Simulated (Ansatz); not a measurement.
SbCl4, SMILES [Cl][Sb]([Cl])([Cl])[Cl], multiplicity 2. Atoms are numbered in the order given.

```xyz
5

Sb     0.0000     0.0000     0.0000
Cl    -1.3883     1.3883     1.3883
Cl     1.3883     1.3883    -1.3883
Cl     1.3883    -1.3883     1.3883
Cl    -1.3883    -1.3883    -1.3883
```
Charge 0, spin multiplicity 2.

Geometry optimised at PBE0-D3(BJ)/def2-SVP. The spin state was assumed, not searched. The isomer is the one that the SMILES or the coordinates give; other isomers of the formula were not compared. The def2 effective core potentials stand for the cores of Sb; spin–orbit coupling is left out.

Two levels are set side by side: PBE-D3(BJ)/def2-SVP (Ansatz, a program for electronic structure) and PBE0-D3(BJ)/def2-SVP (Ansatz). Each level has its own optimised geometry; the coordinates shown are those of the second. Differences are taken from unrounded values.

```
quantity              PBE0-D3(BJ)
--------------------  -----------
mean bond length (Å)        2.405
bond Sb1–Cl2 (Å)            2.405
bond Sb1–Cl3 (Å)            2.405
bond Sb1–Cl4 (Å)            2.405
bond Sb1–Cl5 (Å)            2.405
```

**Question.** What does PBE-D3(BJ) give, and how far is it from PBE0-D3(BJ)? (The exact figures need the calculation; the answer reports its results.)

**Answer.** 
| quantity | PBE-D3(BJ) | PBE-D3(BJ) minus PBE0-D3(BJ) |
|---|---|---|
| mean bond length (Å) | 2.429 | 0.024 |
| bond Sb1–Cl2 (Å) | 2.429 | 0.024 |
| bond Sb1–Cl3 (Å) | 2.429 | 0.024 |
| bond Sb1–Cl4 (Å) | 2.429 | 0.024 |
| bond Sb1–Cl5 (Å) | 2.429 | 0.024 |

Exact exchange shortens and stiffens bonds; PBE has none. Differences between two approximate levels are no errors against the true value.
